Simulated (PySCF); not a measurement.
Record of a relaxation.

C5H9Si (charge +1).
Bonds: C1–C2 (triple), C2–C3, C3–Si4, Si4–C5, Si4–C6. Hydrogens: H7 on C1; H8, H9 on C3; H10, H11, H12 on C5; H13, H14, H15 on C6.
Bond orders are those of one Lewis drawing.

Method: PBE0-D3(BJ)/def2-SVP geometry optimisation, gas phase in PySCF; density fitting, grid level 1; the optimiser is geomeTRIC in internal coordinates, started from a GFN2-xTB structure with every atom displaced at random (about 0.01 Å). 12 of its 15 geometries are shown. The frame can shift and turn from step to step; on so coarse a grid that alone can change the energy by a few meV, and forces under 0.02 eV/Å are noise.

Step 0: E = -13184.2909 eV, largest atomic force 1.838 eV/Å
```
atom  x, y, z in Å  |  force x, y, z in eV/Å
C1      3.054    0.875    0.156   -0.124   0.104  -0.016
C2      2.192    0.084   -0.117   -0.799  -0.510  -0.255
C3      1.169   -0.916   -0.439    0.752   1.080   1.282
Si4    -0.534   -0.198   -0.330   -1.429  -0.043   0.103
C5     -0.835    1.623   -0.666    0.150  -0.923   0.933
C6     -1.990   -1.342    0.126    1.166   0.247   0.083
H7      3.801    1.588    0.382    0.636   0.528   0.204
H8      1.328   -1.754    0.251   -0.416  -0.396   0.105
H9      1.389   -1.290   -1.418   -0.095  -0.591  -1.302
H10    -1.842    1.838   -1.005   -0.600  -0.122  -0.133
H11    -0.132    2.009   -1.383    0.735   0.236  -0.623
H12    -0.679    2.215    0.261    0.042  -0.211   0.001
H13    -2.565   -0.958    0.980    0.058   0.234   0.182
H14    -2.718   -1.426   -0.683   -0.168   0.142  -0.524
H15    -1.653   -2.366    0.371    0.090   0.225  -0.039
```

Step 1: E = -13184.4852 eV, largest atomic force 0.405 eV/Å
```
atom  x, y, z in Å  |  force x, y, z in eV/Å
C1      2.948    0.958    0.144    0.084   0.248   0.041
C2      2.128    0.115   -0.130   -0.153  -0.235  -0.074
C3      1.158   -0.924   -0.445    0.335   0.119   0.194
Si4    -0.561   -0.244   -0.314   -0.350   0.074  -0.067
C5     -0.735    1.558   -0.640   -0.187  -0.172   0.029
C6     -2.007   -1.324    0.130    0.345   0.130  -0.040
H7      3.682    1.710    0.377    0.030   0.004   0.019
H8      1.294   -1.785    0.233   -0.124  -0.142  -0.041
H9      1.342   -1.305   -1.470   -0.177  -0.086  -0.038
H10    -1.746    1.821   -0.983   -0.053  -0.005   0.023
H11     0.015    1.909   -1.367    0.070  -0.089   0.004
H12    -0.544    2.120    0.295    0.011  -0.066   0.032
H13    -2.562   -0.909    0.990    0.067   0.077  -0.003
H14    -2.732   -1.366   -0.703    0.063   0.090  -0.071
H15    -1.697   -2.353    0.369    0.041   0.053  -0.009
```

Step 3: E = -13184.5202 eV, largest atomic force 0.130 eV/Å
```
atom  x, y, z in Å  |  force x, y, z in eV/Å
C1      2.952    0.957    0.141   -0.081   0.032  -0.011
C2      2.145    0.095   -0.126    0.073  -0.106  -0.016
C3      1.166   -0.937   -0.427    0.039   0.095   0.060
Si4    -0.545   -0.234   -0.322    0.050  -0.001  -0.008
C5     -0.765    1.547   -0.636   -0.045   0.036  -0.046
C6     -1.964   -1.298    0.114   -0.019  -0.059   0.004
H7      3.678    1.718    0.373    0.009  -0.013   0.002
H8      1.249   -1.810    0.247    0.009   0.003  -0.009
H9      1.303   -1.339   -1.453   -0.010  -0.013  -0.009
H10    -1.786    1.787   -0.971    0.009   0.017   0.007
H11    -0.015    1.913   -1.355   -0.005   0.005   0.014
H12    -0.582    2.091    0.312    0.007  -0.004   0.010
H13    -2.514   -0.862    0.966   -0.006   0.008  -0.002
H14    -2.675   -1.320   -0.733   -0.009   0.006   0.002
H15    -1.663   -2.326    0.358   -0.021  -0.004   0.002
```

Step 4: E = -13184.5220 eV, largest atomic force 0.080 eV/Å
```
atom  x, y, z in Å  |  force x, y, z in eV/Å
C1      2.951    0.964    0.133   -0.039   0.042  -0.001
C2      2.153    0.092   -0.127    0.061  -0.051  -0.004
C3      1.173   -0.937   -0.419   -0.042   0.032   0.017
Si4    -0.542   -0.236   -0.320    0.007  -0.011   0.004
C5     -0.765    1.548   -0.633   -0.024  -0.009  -0.010
C6     -1.966   -1.302    0.108    0.011   0.007  -0.024
H7      3.674    1.730    0.360    0.010  -0.012   0.000
H8      1.253   -1.809    0.256    0.014   0.001   0.005
H9      1.302   -1.346   -1.444   -0.003  -0.008  -0.002
H10    -1.784    1.790   -0.969    0.002   0.009   0.003
H11    -0.012    1.919   -1.347   -0.002  -0.002   0.003
H12    -0.584    2.085    0.318    0.003  -0.004   0.007
H13    -2.519   -0.863    0.958    0.003   0.005   0.002
H14    -2.674   -1.318   -0.741   -0.002   0.002   0.001
H15    -1.676   -2.333    0.353    0.001  -0.002   0.000
```

Step 5: E = -13184.5231 eV, largest atomic force 0.064 eV/Å
```
atom  x, y, z in Å  |  force x, y, z in eV/Å
C1      2.952    0.973    0.120   -0.009   0.022   0.000
C2      2.163    0.090   -0.128    0.029  -0.001   0.002
C3      1.177   -0.937   -0.404   -0.063  -0.007  -0.011
Si4    -0.540   -0.238   -0.318    0.006  -0.005   0.006
C5     -0.767    1.546   -0.627    0.000  -0.018   0.015
C6     -1.967   -1.305    0.097    0.001   0.021  -0.031
H7      3.673    1.743    0.336    0.008  -0.006   0.000
H8      1.256   -1.805    0.277    0.014   0.005   0.012
H9      1.301   -1.358   -1.426    0.003  -0.005   0.004
H10    -1.784    1.791   -0.965   -0.002   0.002   0.000
H11    -0.010    1.924   -1.332    0.000  -0.001  -0.004
H12    -0.590    2.074    0.331    0.000   0.001   0.000
H13    -2.524   -0.863    0.943    0.005  -0.003   0.004
H14    -2.670   -1.313   -0.757    0.001  -0.004   0.003
H15    -1.686   -2.339    0.341    0.007  -0.001   0.000
```

Step 6: E = -13184.5238 eV, largest atomic force 0.041 eV/Å
```
atom  x, y, z in Å  |  force x, y, z in eV/Å
C1      2.953    0.984    0.101    0.016  -0.003  -0.002
C2      2.170    0.091   -0.128   -0.011   0.028   0.003
C3      1.179   -0.936   -0.385   -0.030  -0.018  -0.021
Si4    -0.539   -0.240   -0.314   -0.005   0.003   0.004
C5     -0.768    1.544   -0.616    0.015  -0.012   0.029
C6     -1.970   -1.309    0.080   -0.005   0.017  -0.028
H7      3.678    1.756    0.300    0.002   0.001   0.000
H8      1.259   -1.795    0.308    0.005   0.006   0.013
H9      1.299   -1.374   -1.400    0.001  -0.008   0.008
H10    -1.783    1.792   -0.960   -0.004  -0.004  -0.001
H11    -0.006    1.929   -1.313    0.001  -0.001  -0.006
H12    -0.598    2.065    0.347    0.000   0.004  -0.005
H13    -2.532   -0.870    0.924    0.005  -0.007   0.004
H14    -2.666   -1.309   -0.779    0.003  -0.005   0.003
H15    -1.693   -2.345    0.322    0.009   0.000   0.000
```

Step 8: E = -13184.5264 eV, largest atomic force 0.164 eV/Å
```
atom  x, y, z in Å  |  force x, y, z in eV/Å
C1      2.970    1.024   -0.009    0.091  -0.089  -0.008
C2      2.192    0.106   -0.134   -0.139   0.088   0.001
C3      1.180   -0.923   -0.278    0.123  -0.030  -0.042
Si4    -0.540   -0.240   -0.288   -0.038   0.034  -0.012
C5     -0.776    1.547   -0.557    0.031   0.028   0.046
C6     -1.978   -1.333   -0.012   -0.007  -0.030   0.011
H7      3.715    1.795    0.099   -0.026   0.026   0.004
H8      1.260   -1.715    0.491   -0.026   0.007   0.014
H9      1.291   -1.465   -1.244   -0.010  -0.017   0.018
H10    -1.779    1.801   -0.930   -0.004  -0.014  -0.002
H11     0.010    1.957   -1.212    0.002  -0.005  -0.010
H12    -0.642    2.041    0.427    0.001   0.008  -0.015
H13    -2.576   -0.931    0.827   -0.004  -0.011  -0.002
H14    -2.638   -1.305   -0.898    0.002   0.002  -0.002
H15    -1.703   -2.375    0.204    0.003   0.002  -0.003
```

Step 9: E = -13184.5289 eV, largest atomic force 0.178 eV/Å
```
atom  x, y, z in Å  |  force x, y, z in eV/Å
C1      2.985    1.033   -0.076    0.095  -0.111  -0.005
C2      2.196    0.117   -0.139   -0.151   0.091   0.000
C3      1.175   -0.911   -0.217    0.170  -0.025  -0.047
Si4    -0.545   -0.233   -0.273   -0.042   0.037  -0.017
C5     -0.785    1.555   -0.522    0.022   0.043   0.037
C6     -1.977   -1.348   -0.065   -0.001  -0.053   0.034
H7      3.743    1.796   -0.020   -0.035   0.033   0.005
H8      1.252   -1.651    0.603   -0.035   0.007   0.013
H9      1.285   -1.519   -1.143   -0.011  -0.014   0.022
H10    -1.782    1.808   -0.911   -0.001  -0.011   0.000
H11     0.012    1.974   -1.158    0.000  -0.006  -0.009
H12    -0.671    2.039    0.469    0.003   0.004  -0.013
H13    -2.599   -0.978    0.771   -0.009  -0.006  -0.007
H14    -2.616   -1.307   -0.965   -0.001   0.010  -0.006
H15    -1.691   -2.392    0.131   -0.004   0.002  -0.006
```

Step 10: E = -13184.5335 eV, largest atomic force 0.148 eV/Å
```
atom  x, y, z in Å  |  force x, y, z in eV/Å
C1      3.012    1.025   -0.165    0.049  -0.082   0.006
C2      2.193    0.134   -0.149   -0.076   0.044  -0.010
C3      1.165   -0.889   -0.139    0.144  -0.001  -0.033
Si4    -0.555   -0.220   -0.255   -0.025   0.011  -0.014
C5     -0.800    1.571   -0.475   -0.008   0.042   0.000
C6     -1.969   -1.370   -0.134    0.011  -0.058   0.051
H7      3.784    1.776   -0.176   -0.032   0.026   0.004
H8      1.229   -1.544    0.753   -0.034   0.005   0.009
H9      1.277   -1.591   -0.994   -0.005  -0.002   0.016
H10    -1.791    1.823   -0.881    0.005  -0.001   0.005
H11     0.006    1.998   -1.095   -0.003  -0.004  -0.002
H12    -0.705    2.049    0.520    0.009  -0.005  -0.001
H13    -2.626   -1.054    0.697   -0.014   0.006  -0.013
H14    -2.581   -1.315   -1.052   -0.006   0.016  -0.009
H15    -1.656   -2.411    0.032   -0.014   0.002  -0.009
```

Step 11: E = -13184.5351 eV, largest atomic force 0.055 eV/Å
```
atom  x, y, z in Å  |  force x, y, z in eV/Å
C1      3.013    1.022   -0.165    0.014  -0.026   0.007
C2      2.187    0.138   -0.153   -0.007  -0.003  -0.012
C3      1.165   -0.890   -0.145    0.048   0.026  -0.004
Si4    -0.557   -0.220   -0.258   -0.001  -0.009  -0.004
C5     -0.797    1.574   -0.473   -0.025   0.013  -0.018
C6     -1.970   -1.373   -0.133    0.009  -0.028   0.025
H7      3.778    1.780   -0.172   -0.014   0.011   0.001
H8      1.222   -1.534    0.757   -0.016   0.001   0.004
H9      1.282   -1.601   -0.991    0.002  -0.002   0.006
H10    -1.789    1.828   -0.872    0.004   0.005   0.007
H11     0.005    1.994   -1.103   -0.002   0.000   0.001
H12    -0.690    2.053    0.520    0.012  -0.006   0.006
H13    -2.628   -1.061    0.699   -0.007   0.008  -0.007
H14    -2.583   -1.314   -1.050   -0.005   0.010  -0.005
H15    -1.655   -2.414    0.027   -0.011   0.000  -0.006
```

Step 13: E = -13184.5361 eV, largest atomic force 0.036 eV/Å
```
atom  x, y, z in Å  |  force x, y, z in eV/Å
C1      3.017    1.022   -0.176   -0.008   0.012   0.005
C2      2.190    0.140   -0.158    0.014   0.000  -0.003
C3      1.169   -0.887   -0.138   -0.035  -0.007   0.003
Si4    -0.556   -0.223   -0.263    0.011  -0.006  -0.001
C5     -0.798    1.572   -0.467   -0.008  -0.012  -0.001
C6     -1.970   -1.378   -0.144   -0.001   0.012  -0.009
H7      3.772    1.790   -0.187    0.005  -0.004  -0.002
H8      1.214   -1.509    0.780    0.007   0.000   0.001
H9      1.292   -1.620   -0.965    0.005   0.002   0.001
H10    -1.796    1.834   -0.848   -0.001   0.002   0.004
H11    -0.004    1.993   -1.105   -0.002   0.003  -0.003
H12    -0.672    2.042    0.529    0.008   0.000   0.001
H13    -2.631   -1.065    0.684    0.003   0.001   0.002
H14    -2.580   -1.306   -1.064    0.002  -0.002   0.000
H15    -1.663   -2.422    0.008    0.000  -0.001   0.001
```

Step 14: E = -13184.5364 eV, largest atomic force 0.024 eV/Å
```
atom  x, y, z in Å  |  force x, y, z in eV/Å
C1      3.017    1.023   -0.179   -0.009   0.014   0.002
C2      2.191    0.141   -0.159    0.007   0.004   0.000
C3      1.171   -0.887   -0.134   -0.019  -0.013   0.007
Si4    -0.555   -0.226   -0.266    0.001   0.001   0.000
C5     -0.800    1.570   -0.464    0.004  -0.008   0.007
C6     -1.970   -1.378   -0.152   -0.005   0.011  -0.015
H7      3.770    1.793   -0.193    0.006  -0.006  -0.002
H8      1.212   -1.500    0.791    0.005   0.000  -0.001
H9      1.298   -1.627   -0.952    0.002   0.002  -0.001
H10    -1.801    1.835   -0.832   -0.002  -0.002   0.002
H11    -0.012    1.994   -1.109   -0.002   0.002  -0.004
H12    -0.660    2.035    0.532    0.005   0.002  -0.003
H13    -2.632   -1.064    0.676    0.003  -0.002   0.003
H14    -2.578   -1.303   -1.072    0.002  -0.004   0.001
H15    -1.668   -2.424    0.000    0.003   0.000   0.002
```

Q: Summarise the path.

A: The energy falls by 5.66 kcal/mol from step 0 to step 14; nine tenths of that is first reached at step 2. It falls at every step. The largest force goes from 1.838 to 0.024 eV/Å. Among the bonds Si4–C6 changes most, from 1.907 to 1.829 Å; the atoms move by 0.372 Å rms after alignment.

The cost below is that of the whole optimisation. Hardware: an Intel Xeon at 2.50 GHz with one thread, on a shared host. Cost: 4.0 min, 0.52 GiB resident at most.
